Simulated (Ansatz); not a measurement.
**Nudged elastic band run: FGeH$_{3}$**

Input:

```yaml
crystal:
  periodic: [false, false, false]
  atoms:
    - { symbol: Ge, position_ang: [0.28359, -0.04941, 0.200661] }
    - { symbol: H, position_ang: [0.244252, 0.017163, 1.730515] }
    - { symbol: H, position_ang: [1.712936, 0.017248, -0.346112] }
    - { symbol: F, position_ang: [-0.534867, 1.372711, -0.378131] }
    - { symbol: H, position_ang: [-0.491309, -1.251613, -0.347433] }
basis:
  gaussian: { orbitals: def2-SVP }
hamiltonian:
  xc: cam_b3lyp
neb:
  order_check: false
  images: 9
  f_tol: 0.05
  max_iterations: 60
  initial_path: linear
  final_atoms:
    - { symbol: Ge, position_ang: [0.05252857, -0.06383649, -0.94263358] }
    - { symbol: H, position_ang: [1.08255852, -0.24710968, 1.31954667] }
    - { symbol: H, position_ang: [1.65469218, 0.08613205, 0.92771185] }
    - { symbol: F, position_ang: [-0.82677793, 1.38192369, -0.48392977] }
    - { symbol: H, position_ang: [-0.74839934, -1.05101057, 0.03880483] }
```

Run as:

```bash
$ ansatz run input.yaml --threads 1 --pin off --max-ram 2048MiB --backend cpu --events-out ev --progress --plain --runs-dir out
```

Output, in part (warnings, iteration lines, the closing report on the highest movable image, with atoms numbered from 0):

```
NEB end point (image 0): max|allowed force component| = 2.936e-2 eV/Å (the criterion of neb.relax_end_points is 1.000e-2)
NEB end point (image 10): max|allowed force component| = 4.773e-3 eV/Å (the criterion of neb.relax_end_points is 1.000e-2)
NEB iter   1: max|band force component| = 5.741e0 eV/Å  barrier→ = 3.5822 eV  barrier← = 2.2107 eV  Δτ_max = 0.2000 Å  (259 SCF iters)
NEB iter   2: max|band force component| = 2.366e0 eV/Å  barrier→ = 2.8373 eV  barrier← = 1.4659 eV  Δτ_max = 0.1648 Å  (264 SCF iters)
NEB iter   3: max|band force component| = 2.071e0 eV/Å  barrier→ = 2.7677 eV  barrier← = 1.3962 eV  Δτ_max = 0.1143 Å  (254 SCF iters)
NEB iter   4: max|band force component| = 5.931e-1 eV/Å  barrier→ = 2.7035 eV  barrier← = 1.3321 eV  Δτ_max = 0.0636 Å  (235 SCF iters)
NEB iter   5: max|band force component| = 8.216e-1 eV/Å  barrier→ = 2.6765 eV  barrier← = 1.3050 eV  CI = image 5  Δτ_max = 0.0639 Å  (235 SCF iters)
NEB iter   6: max|band force component| = 1.692e-1 eV/Å  barrier→ = 2.7249 eV  barrier← = 1.3534 eV  CI = image 5  Δτ_max = 0.0094 Å  (238 SCF iters)
NEB iter   7: max|band force component| = 5.834e-2 eV/Å  barrier→ = 2.7240 eV  barrier← = 1.3525 eV  CI = image 5  Δτ_max = 0.0050 Å  (217 SCF iters)
NEB iter   8: max|band force component| = 2.284e-2 eV/Å  barrier→ = 2.7238 eV  barrier← = 1.3524 eV  CI = image 5  Δτ_max = 0.0000 Å  (423 SCF iters)
Total energy: -59275.07671875 eV, -2178.3188913240 hartree
Atom 0 at     0.271708    -0.028370    -0.428642 Å, force    -0.015026    -0.002466    -0.000899 eV/Å
Atom 1 at     0.632409    -0.209638     1.261090 Å, force    -0.000563     0.001217    -0.002054 eV/Å
Atom 2 at     1.597604     0.091902     0.362416 Å, force     0.005795     0.002039     0.004230 eV/Å
Atom 3 at    -0.655782     1.447177    -0.320053 Å, force     0.005518    -0.003913     0.000818 eV/Å
Atom 4 at    -0.631337    -1.194973    -0.015310 Å, force     0.004276     0.003124    -0.002095 eV/Å
Dipole moment:     0.248792    -0.356020    -0.022317 e Å
```

The run converged. Another band between the same ends (9 images) ends at a top of the same energy, where a vibrational analysis finds 1 clearly imaginary mode. The orbitals stay closed-shell, which can raise the energy where a bond breaks towards radicals; this wasn't checked here.

Final band (atoms are numbered from 1 in the order of the input):

| image | path coordinate (Å) | energy (kcal/mol) | Ge1–H2 (Å) | Ge1–H3 (Å) | H2–H3 (Å) |
| --- | --- | --- | --- | --- | --- |
| 0 | 0.00 | 0.0 | 1.53 | 1.53 | 2.54 |
| 1 | 0.26 | 3.1 | 1.51 | 1.53 | 2.33 |
| 2 | 0.52 | 13.7 | 1.50 | 1.52 | 2.09 |
| 3 | 0.78 | 32.3 | 1.53 | 1.50 | 1.83 |
| 4 | 1.04 | 53.3 | 1.61 | 1.50 | 1.59 |
| 5 | 1.30 | 62.8 | 1.74 | 1.55 | 1.35 |
| 6 | 1.53 | 55.3 | 1.83 | 1.63 | 1.10 |
| 7 | 1.75 | 39.5 | 1.95 | 1.79 | 0.87 |
| 8 | 1.98 | 33.0 | 2.15 | 2.05 | 0.78 |
| 9 | 2.21 | 31.8 | 2.33 | 2.29 | 0.77 |
| 10 | 2.43 | 31.6 | 2.49 | 2.47 | 0.77 |

Run time: 110 s on 1 thread of Arm Neoverse V2 (shared host), peak memory 0.12 GiB.
